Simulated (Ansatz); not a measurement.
One geometry of Pb₂O₃, several levels of theory.

```yaml
crystal:
  periodic: [false, false, false]
  atoms:
    - {symbol: Pb, position_ang: [-1.113476, -0.077865, 1.259460]}
    - {symbol: Pb, position_ang: [0.562036, -0.074452, -1.584526]}
    - {symbol: O, position_ang: [1.138282, -0.461501, 0.670072]}
    - {symbol: O, position_ang: [0.836416, 1.007016, 0.493987]}
    - {symbol: O, position_ang: [-1.423257, -0.393188, -0.838982]}
basis:
  gaussian: {orbitals: def2-TZVP, initial_orbitals: start.molden}
correlation: {method: mp2}
scf: {omitted_lower_state_checks: [starts]}
output: {orbitals: {seedname: orbitals}}
```

The file start.molden holds the orbitals of an earlier run on this structure, at another level or in another basis.

```sh
$ ansatz run in.yaml --threads 4 --pin off --events-out ev --progress --plain --max-ram 4787MiB
```

Shortened log:

```
Functional definition: HF
1591 factors; integrals over basis functions are off by at most 7.8e-4 eV
mean field evaluation 1: about -16550.8827 eV, gradient 3.1e1 eV
mean field evaluation 2: about -16552.4231 eV, gradient 1.9e0 eV
mean field evaluation 4: about -16552.5586 eV, gradient 1.0e0 eV
mean field evaluation 8: about -16552.5602 eV, gradient 1.3e-4 eV
mean field -16552.56016306 eV, -608.2953662643 hartree, gradient 2.7e-6 eV, S^2 0.000000; 0 other end points of the search recorded, 0 dependent functions left out
11 core orbitals not correlated: weight in the atoms' cores, before any rotation towards them, 1.000 or more for the frozen orbitals, at most 0.000 for the correlated occupied ones
reference -16552.56016306 eV, -608.2953662643 hartree; 23, 23 occupied and 159, 159 virtual orbitals, 1591 factors
second order -41.94518834 eV of doubles, -0.00000000 eV of singles
Total energy: -16594.50535140 eV, -609.8368235043 hartree
Checks for a lower state left out: starts
```

It took 2.7 s on 4 threads of Arm Neoverse V2 on a shared host.

The first input with `hamiltonian: {xc: pbe, dispersion: d4}`, `output: {forces: true, orbitals: {seedname: orbitals}}` and without the key `correlation` (abridged; 1.9 s):

```
Functional definition: PBE
mean field -16636.60653147 eV, -611.3840133347 hartree, gradient 2.4e-5 eV, S^2 0.000000
Total energy: -16636.80602165 eV, -611.3913444636 hartree
Atom 0 force     0.327161     0.006012    -0.510587 eV/Å
Atom 1 force    -0.288003     0.004775     0.533780 eV/Å
Atom 2 force    -0.161388    -0.037554    -0.095197 eV/Å
Atom 3 force    -0.158711    -0.050886    -0.093616 eV/Å
Atom 4 force     0.280942     0.077653     0.165620 eV/Å
Dipole moment:    -0.185349    -0.051191    -0.109272 e Å
Checks for a lower state left out: starts
```

As the first input, with `gaussian: {orbitals: def2-TZVPP, initial_orbitals: start.molden}`, `correlation: {method: ccsd_t}` (abridged; 1.9 min):

```
Functional definition: HF
mean field -16552.56016306 eV, -608.2953662643 hartree, gradient 2.7e-6 eV, S^2 0.000000
11 core orbitals not correlated: weight in the atoms' cores, before any rotation towards them, 1.000 or more for the frozen orbitals, at most 0.000 for the correlated occupied ones
second order -41.94518834 eV of doubles, -0.00000000 eV of singles
cycle   1  -37.74240641 eV  change     4.2e0 eV  update   2.5e-1
cycle   2  -39.24390668 eV  change    -1.5e0 eV  update   1.2e-1
cycle   3  -39.62142899 eV  change   -3.8e-1 eV  update   5.3e-2
cycle   4  -39.61465906 eV  change    6.8e-3 eV  update   2.5e-2
cycle   5  -39.58482156 eV  change    3.0e-2 eV  update   1.1e-2
cycle   6  -39.59340778 eV  change   -8.6e-3 eV  update   5.0e-3
cycle   7  -39.59585007 eV  change   -2.4e-3 eV  update   1.8e-3
cycle   8  -39.59437020 eV  change    1.5e-3 eV  update   7.4e-4
cycle   9  -39.59399076 eV  change    3.8e-4 eV  update   2.7e-4
cycle  10  -39.59446104 eV  change   -4.7e-4 eV  update   1.9e-4
cycle  11  -39.59401784 eV  change    4.4e-4 eV  update   9.7e-5
cycle  12  -39.59397435 eV  change    4.3e-5 eV  update   6.3e-5
cycle  13  -39.59408687 eV  change   -1.1e-4 eV  update   2.8e-5
cycle  14  -39.59406807 eV  change    1.9e-5 eV  update   1.3e-5
perturbative correction -1.67538352 eV, -0.0615692086 hartree
Total energy: -16593.82961464 eV, -609.8119906364 hartree
Checks for a lower state left out: starts
```

First input, but with `hamiltonian: {xc: r2scan, dispersion: d4}` and without the key `correlation` (abridged; 3 s):

```
Functional definition: r2SCAN
mean field -16642.71491997 eV, -611.6084924716 hartree, gradient 1.9e-5 eV, S^2 0.000000
Total energy: -16642.75291984 eV, -611.6098889412 hartree
Checks for a lower state left out: starts
```

As the first input, with `gaussian: {orbitals: def2-SVP, initial_orbitals: start.molden}`, `hamiltonian: {xc: pbe, dispersion: d4}` and without the key `correlation` (abridged; 0.7 s):

```
Functional definition: PBE
mean field -16628.40320310 eV, -611.0825465775 hartree, gradient 2.4e-5 eV, S^2 0.000000
Total energy: -16628.60268037 eV, -611.0898772320 hartree
Checks for a lower state left out: starts
```

First input, but with `hamiltonian: {xc: lda}` and without the key `correlation` (abridged; 0.9 s):

```
Functional definition: SPW92
mean field -16583.93419131 eV, -609.4483405364 hartree, gradient 1.8e-5 eV, S^2 0.000000
Total energy: -16583.93423778 eV, -609.4483422439 hartree
Checks for a lower state left out: starts
```

As the first input, with `hamiltonian: {xc: {name: BLYP}, dispersion: d4}` and without the key `correlation` (abridged; 1.6 s):

```
Functional definition: BLYP
mean field -16639.30275566 eV, -611.4830977460 hartree, gradient 1.7e-5 eV, S^2 0.000000
Total energy: -16639.72801437 eV, -611.4987257152 hartree
Checks for a lower state left out: starts
```

Geometry: PBE-D4/def2-SVP.

In the def2 sets Pb takes a core potential; there is no spin–orbit coupling. Correlated methods freeze 11 core orbitals; core or outer-core shells of Pb are correlated, in sets that lack core-valence functions. The structure holds 1 bond(s) between oxygen atoms. At CCSD(T)/def2-TZVPP T1 of the charge 0 singlet is large (up to 0.026), so the single-reference result is doubtful. The structure comes from a short search, and lower isomers may exist.
